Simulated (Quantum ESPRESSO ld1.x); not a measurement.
The numbers below are computed, except where a source is named.
Task: In34+, configuration [Ne] 3s2 3p3. Code: ld1.x of Quantum ESPRESSO 7.5. Model: scalar-relativistic Kohn-Sham, LDA (Slater exchange, Perdew-Zunger correlation), spin-polarised, spherical densities, point nucleus; open shells are filled with parallel spins first. Some entries of the table are withheld. Estimate them.

orbital  occ.  eigenvalue (eV)  <r> (bohr)
1s up       1       -29630.563     0.02973
1s down     1       -29623.745     0.02973
2s up       1        -5985.100      0.1270
2s down     1        -5978.904      0.1269
2p up       3        -5580.346         (1)
2p down     3        -5572.910         (2)
3s up       1        -2305.957         (3)
3s down     1        -2286.314         (4)
3p up       3        -2178.089      0.3014
3p down     0        -2158.270      0.3020

Result: 
(1) 2p up <r> (bohr): 0.1106
(2) 2p down <r> (bohr): 0.1105
(3) 3s up <r> (bohr): 0.3109
(4) 3s down <r> (bohr): 0.3115
